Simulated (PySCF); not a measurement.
## Working out the ionisation energy of Cu

Cu [Ar] 3d10 4s1 (2S) → Cu+ [Ar] 3d10 (1S). Calculation: PySCF 2.14, in cc-pVTZ-PP with ECP10MDF (5s5p4d2f1g, 63 functions); a scalar-relativistic core potential. Frozen: 3s2 3p6. Energies in hartree (1 hartree = 27.21139 eV):

```csv
part,Cu (lower),Cu+ (upper)
UHF,-196.175686,-195.933879
MP2 opposite-spin,-0.322762,-0.303748
MP2 same-spin,-0.188422,-0.174522
```

Task: What does Hartree-Fock give?

Result: (-195.933879) − (-196.175686) = 0.241807 hartree = 6.580 eV.

Task: What do MP2 and SCS-MP2 (6/5 opposite-spin, 1/3 same-spin) give?

Result: The opposite-spin parts differ by 0.517 eV and the same-spin parts by 0.378 eV. MP2: 6.580 + (0.517) + (0.378) = 7.475 eV. SCS-MP2: 6.580 + 1.2 × (0.517) + (0.378)/3 = 7.326 eV.

Measured between the centres of the two terms (NIST): 7.726 eV, so MP2 (valence) is off by -0.251 eV.

What remains against the reference includes basis incompleteness, the frozen core and correlation beyond second order.
